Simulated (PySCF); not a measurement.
Isomers of C6H3N.

All values: PBE0/pcSseg-1 (PySCF) at GFN2-xTB geometries, gas phase, one conformer each.

Question: Rank by LUMO energy, lowest first.
A. `CC#CC#CC#N`
B. `C(=C=CC#C)C#N`
C. `C1C(C=1)(C#C)C#N`

Answer: A (-2.10 eV), B (-1.67 eV), C (-1.13 eV).

All values together:

| SMILES | μ (D) | HOMO (eV) | LUMO (eV) | lowest IAO charge (e) | highest IAO charge (e) | lowest Hirshfeld charge (e) | highest Hirshfeld charge (e) |
| --- | --- | --- | --- | --- | --- | --- | --- |
| C#C[C@@H]1C=C1C#N | 3.69 | -7.93 | -2.18 | -0.228 (C) | +0.206 (H) | -0.187 (N) | +0.096 (H) |
| C#CC1(C#N)C=C1 | 4.45 | -7.89 | -1.13 | -0.240 (N) | +0.207 (H) | -0.224 (N) | +0.098 (H) |
| C#CC=C=CC#N | 4.01 | -7.89 | -1.67 | -0.227 (C/N) | +0.211 (H) | -0.211 (N) | +0.101 (H) |
| CC#CC#CC#N | 6.51 | -7.82 | -2.10 | -0.440 (C) | +0.187 (H) | -0.185 (N) | +0.083 (C) |
